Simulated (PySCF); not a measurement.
Simulation results for AlB₂H₆N, AlBH₄N₂, BH₂O

All values are calculated (PySCF 2.14.0). Calculation on a computer-drawn molecule: optimised geometry and harmonic frequencies of an isolated molecule of the commonest isotopes, restricted reference for singlets and unrestricted otherwise, frozen core in MP2.

Common to all runs: multiplicity 1; method HF.

```json
{"entry": 1, "formula": "AlB2H6N", "start_structure": {"atoms_angstrom": [["B", -0.7636, 0.8394, -0.3137], ["N", 0.6145, 1.2885, -0.2714], ["B", 1.0054, 2.5956, -0.4113], ["Al", 1.6339, -0.2758, 0.1378], ["H", -0.902, -0.3315, -0.1933], ["H", -1.5827, 1.584, -0.615], ["H", 2.1491, 2.8977, -0.3267], ["H", 0.2014, 3.4686, -0.6475], ["H", 1.9044, -0.5936, 1.5298], ["H", 2.1723, -1.0786, -1.1472]]}, "given": {"charge": 0, "basis": "cc-pV(D+d)Z", "drawn_bonds_atom": [1, 2, 2, 1, 1, 3, 3, 4, 4], "drawn_bonds_other_atom": [2, 3, 4, 5, 6, 7, 8, 9, 10], "drawn_bonds_order": [1, 1, 1, 1, 1, 1, 1, 1, 1]}, "results": {"optimised_atom_element": ["B", "N", "B", "Al", "H", "H", "H", "H", "H", "H"], "optimised_atom_x [angstrom]": [-0.7932, 0.5484, 0.949, 1.74, -1.135, -1.581, 2.074, 0.1738, 3.199, 1.257], "optimised_atom_y [angstrom]": [0.833, 1.146, 2.519, -0.1956, -0.3174, 1.707, 2.788, 3.405, 0.1941, -1.686], "optimised_atom_z [angstrom]": [-0.6558, -0.255, -0.1429, 0.1106, -0.7528, -0.8962, 0.1922, -0.3799, 0.5469, -0.02553], "modes_frequency [cm^-1]": [109.1, 260.1, 268.2, 305.3, 374.0, 379.9, 571.2, 652.3, 665.3, 847.6, 987.1, 991.1, 1115, 1126, 1223, 1295, 1396, 1403, 2023, 2024, 2645, 2666, 2718, 2733], "modes_reduced_mass [dalton]": [1.059, 2.89, 2.484, 1.187, 2.7, 1.016, 1.162, 3.607, 1.196, 1.08, 1.299, 1.841, 1.351, 1.425, 2.197, 1.424, 1.399, 2.936, 1.062, 1.023, 1.049, 1.059, 1.127, 1.124], "rotational_constants [GHz]": [9.853, 4.785, 3.221], "total_energy [hartree]": -349.3022, "convergence_status_largest_gradient_component [hartree/bohr]": 1.927e-05}}
{"entry": 2, "formula": "AlBH4N2", "start_structure": {"atoms_angstrom": [["B", 0.9205, -0.2557, 0.4492], ["N", 1.2952, 0.8977, -0.3109], ["Al", 0.4187, 1.8579, -1.5908], ["N", -0.3586, 2.786, -2.8119], ["H", 1.7271, -0.6437, 1.1152], ["H", -0.1247, -0.7161, 0.4773], ["H", -1.2966, 2.6883, -3.1088], ["H", -0.0023, 3.6248, -3.2752]]}, "given": {"charge": 0, "basis": "cc-pV(D+d)Z", "drawn_bonds_atom": [1, 2, 3, 1, 1, 4, 4], "drawn_bonds_other_atom": [2, 3, 4, 5, 6, 7, 8], "drawn_bonds_order": [1, 2, 1, 1, 1, 1, 1]}, "results": {"optimised_atom_element": ["B", "N", "Al", "N", "H", "H", "H", "H"], "optimised_atom_x [angstrom]": [0.9198, 0.562, 0.1434, -0.3059, 2.035, 0.1327, -1.207, 0.2995], "optimised_atom_y [angstrom]": [-0.2641, 0.6608, 1.742, 2.904, -0.2769, -1.099, 2.961, 3.612], "optimised_atom_z [angstrom]": [0.4881, -0.4833, -1.617, -2.834, 0.9743, 0.8923, -3.27, -3.205], "modes_frequency [cm^-1]": [107.5, 140.1, 165.1, 198.9, 241.0, 355.3, 669.5, 702.4, 1007, 1007, 1103, 1331, 1595, 1662, 2556, 2577, 3782, 3866], "modes_reduced_mass [dalton]": [3.869, 2.862, 5.83, 1.008, 8.446, 1.262, 4.924, 1.244, 1.351, 5.635, 1.372, 1.194, 9.513, 1.112, 1.05, 1.123, 1.052, 1.094], "rotational_constants [GHz]": [143.3, 2.527, 2.483], "total_energy [hartree]": -377.8505, "convergence_status_largest_gradient_component [hartree/bohr]": 3.141e-05}}
{"entry": 3, "formula": "BH2O", "start_structure": {"atoms_angstrom": [["B", -2.684, 1.3094, -1.8366], ["O", -2.0075, 1.3641, -0.7641], ["H", -2.545, 0.3264, -2.6815], ["H", -3.5131, 2.1459, -2.2662]]}, "given": {"charge": -1, "basis": "aug-cc-pVDZ", "drawn_bonds_atom": [1, 1, 1], "drawn_bonds_other_atom": [2, 3, 4], "drawn_bonds_order": [1, 1, 1]}, "results": {"rotational_constants [GHz]": null, "total_energy [hartree]": null}}
```

To be estimated
1. Give the missing rotational constants for BH₂O (entry 3).
2. What total energy does the calculation give for BH₂O (entry 3)?

## Answers
1. 229.6, 34.53, 30.02 GHz
2. -100.7431 hartree

Further results for BH₂O (entry 3):

* convergence status largest gradient component: 2.357e-05 hartree/bohr

Optimised structure:
```xyz
4
BH2O
B     -2.6679     1.2890    -1.8542
O     -2.0188     1.3765    -0.7610
H     -2.5533     0.3354    -2.6781
H     -3.5096     2.1448    -2.2551
```

Modes:
```
frequency (cm⁻¹)  reduced mass (dalton)
            1024                  1.444
            1081                  1.435
            1262                  1.097
            1606                  7.736
            2074                  1.102
            2235                  1.042
```
